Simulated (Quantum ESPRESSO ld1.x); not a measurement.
Results of a calculation; reference values are marked as such.
Q: Radial electron density D(r) = 4 pi r^2 rho(r) of an atom or ion with 53 electrons. Level of theory: scalar-relativistic Kohn-Sham, LDA (Slater exchange, Perdew-Wang correlation), spin-polarised, spherical densities, point nucleus (ld1.x of Quantum ESPRESSO 7.5).

r (bohr),D(r) (e/bohr),spin D(r)
0.003443,16.53,-0.0000149
0.003977,20.28,-0.00000880
0.004629,24.94,0.00000620
0.005346,30.00,0.0000348
0.006174,35.65,0.0000867
0.007188,42.14,0.000183
0.008301,48.57,0.000339
0.009664,55.31,0.000611
0.01116,61.24,0.00103
0.01289,66.24,0.00167
0.01501,69.99,0.00271
0.01733,71.69,0.00418
0.02017,71.39,0.00642
0.0233,69.37,0.00935
0.02691,66.43,0.0132
0.03133,63.64,0.0182
0.03618,62.79,0.0236
0.04212,65.14,0.0292
0.04864,70.83,0.0333
0.05662,79.45,0.0347
0.06539,87.68,0.0317
0.07552,92.89,0.0239
0.08792,92.46,0.0118
0.1015,86.19,0.00103
0.1182,76.43,-0.00281
0.1365,69.07,0.00645
0.1577,67.52,0.0286
0.1835,72.31,0.0566
0.212,78.16,0.0711
0.2468,78.33,0.0597
0.285,68.93,0.0277
0.3318,51.79,0.000614
0.3831,36.24,0.0141
0.4425,27.89,0.0729
0.5151,27.66,0.144
0.5949,30.63,0.162
0.6926,30.90,0.0999
0.7998,26.42,0.0154
0.9237,19.41,-0.00273
1.075,12.76,0.117
1.242,8.868,0.336
1.446,6.909,0.571
1.67,5.845,0.689
1.928,4.692,0.656
2.245,3.234,0.496
2.593,1.917,0.308
3.018,0.9013,0.148
3.486,0.3560,0.0584
4.058,0.1038,0.0166
4.686,0.02467,0.00377
5.412,0.004365,0.000622
6.301,0.0004871,0.0000625

What is the nuclear charge?

A: Z = 55. The innermost maximum, from 1s, lies near gamma/Z bohr with gamma = sqrt(1 - (Z/c)^2) = 0.916, here 0.0167 bohr (found: 0.0183), and its height grows with Z. The density is that of the caesium ion Cs2+ in [Kr] 4d10 5s2 5p5; the configuration itself is not fixed sharply by these data, and Z only to a few units. D(r) has 4 maxima, at r = 0.0183, 0.0805, 0.230, 0.650 bohr, and minima at 0.0353, 0.151, 0.476 bohr, inside which lie 1.97, 11.17, 28.93 electrons.
